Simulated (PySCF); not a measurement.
Bonding in `[BH3-][P+](F)(F)F`

Species: BF3H3P.
Atom-mapped SMILES: `[BH3-:1][P+:2]([F:3])([F:4])[F:5]` (hydrogens: H6, H7, H8 on B1)

Geometry (PBE0-D3(BJ)/def2-TZVP, Å), atoms numbered from 1 in this order:
```xyz
8
BF3H3P angstrom
B      1.0847   -0.1191    0.0437
P     -0.7385    0.0784   -0.0422
F     -1.5088   -0.7911   -1.0567
F     -1.2912    1.4721   -0.4036
F     -1.5510   -0.2128    1.2358
H      1.2181   -1.2803    0.3457
H      1.3993    0.6722    0.8998
H      1.4417    0.1611   -1.0748
```

Bond orders from the PBE0/pcSseg-2 density (PySCF). Isolated species at its PBE0-D3(BJ)/def2-TZVP geometry, gas phase.

Problem. Where do the orders between heavy atoms depart from those drawn in the SMILES?

Solution. The largest departure is 0.041, at P2–F3 (drawn single, 1.041), P2–F4 (drawn single, 1.041) and P2–F5 (drawn single, 1.041).

Problem. Give the Mayer order of every bond between heavy atoms, beside its length.

Solution. 
```
 bond  drawn as  length (Å)  Mayer order
B1–P2    single       1.836        0.975
P2–F3    single       1.542        1.041
P2–F4    single       1.542        1.041
P2–F5    single       1.542        1.041
```

Problem. And the bonds to hydrogen?

Solution. B–H: 0.91 (3 bonds).

Problem. Sum the orders of all bonds at each heavy atom with more than one neighbour and set the sums beside the valence in the SMILES.

Solution. B1 3.695 (drawn 4), P2 4.098 (drawn 4). Orders between atoms that aren't bonded are not in these sums.

For a closed shell the Mayer order of atoms A and B is Σ (PS)μν (PS)νμ over the basis functions μ on A and ν on B, with P the density and S the overlap matrix.

These values come from a run that also computed NMR shieldings. On Intel Xeon Platinum 8488C, 2 threads, shared host with 96 logical CPUs at a one-minute load of 35, this took 11 s wall, 29 s CPU and 1.3 GiB of memory at its peak.
